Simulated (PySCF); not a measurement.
BGeH5O.

```xyz
8

O     -0.5132     1.0546     0.0000
Ge     0.0378    -0.6646     0.0000
H     -0.5506    -1.2935     1.2695
H     -0.5506    -1.2935    -1.2695
H      1.5751    -0.6758     0.0000
B      0.2519     2.1570     0.0000
H      1.4689     2.0752     0.0000
H     -0.3067     3.2339     0.0000
```
Charge 0, spin multiplicity 1.

Coordinates come from a PBE0-D3(BJ)/def2-SVP optimisation.

All values below come from HF/pcSseg-1 in PySCF. Non-relativistic, no solvent.

Q: Give the absolute GIAO shielding of each atom: isotropic value and principal components (ppm). (The exact figures need the calculation; the answer reports its results.)

A: 
| atom | σ(iso) | σ11 | σ22 | σ33 | span |
|---|---|---|---|---|---|
| O1 | 180.2 | -21.4 | 152.4 | 409.5 | 430.9 |
| Ge2 | 1568.5 | 1461.2 | 1511.3 | 1732.9 | 271.7 |
| H3 | 26.9 | 20.9 | 22.5 | 37.3 | 16.4 |
| H4 | 26.9 | 20.9 | 22.5 | 37.3 | 16.4 |
| H5 | 26.9 | 21.2 | 22.6 | 36.8 | 15.6 |
| B6 | 67.4 | 41.0 | 55.4 | 105.9 | 64.9 |
| H7 | 26.8 | 25.5 | 25.5 | 29.4 | 3.9 |
| H8 | 26.6 | 25.3 | 25.8 | 28.8 | 3.4 |
